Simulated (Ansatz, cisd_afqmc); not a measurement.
System: BF, charge 1, doublet. BF+ (parent SMILES [B]F, doublet).
B3LYP-D3(BJ)/def2-TZVP minimum from Ansatz (a quantum-chemistry and plane-wave program):
```xyz
2

B      0.0000     0.0000    -0.7810
F      0.0000     0.0000     0.4339
```
Charge +1, spin multiplicity 2.

Total energies in cc-pVTZ, 9 correlated electrons, 2 frozen orbitals. Open shells are spin-unrestricted; no spin-orbit coupling. Cores are frozen in correlated methods. No relativity. AFQMC is phaseless with a CISD trial state; ± is one standard error, without the phaseless bias. Outlying blocks are dropped, and bars are widened where a walk drifts. Over all cases where full CI ran beside it in this data, AFQMC minus full CI had a median of +0.1 mEh and passed +0.4 mEh in a tenth of the cases.

```
method         program         energy (Eh)  minus CCSDT(Q) (mEh)
----------  ----------  ------------------  --------------------
HF              Ansatz          -123.79528                302.02
MP2             Ansatz          -124.08556                 11.75
CCSD            Ansatz          -124.08663                 10.68
CCSD(T)         Ansatz          -124.09669                  0.62
CCSDT(Q)        Ansatz          -124.09731                  0.00
AFQMC/CISD  cisd_afqmc  -124.0974 ± 0.0004            -0.1 ± 0.4
```

Rough core times of Ansatz's runs on a shared machine: CCSD(T) under 20 s, CCSDT(Q) 80 s.
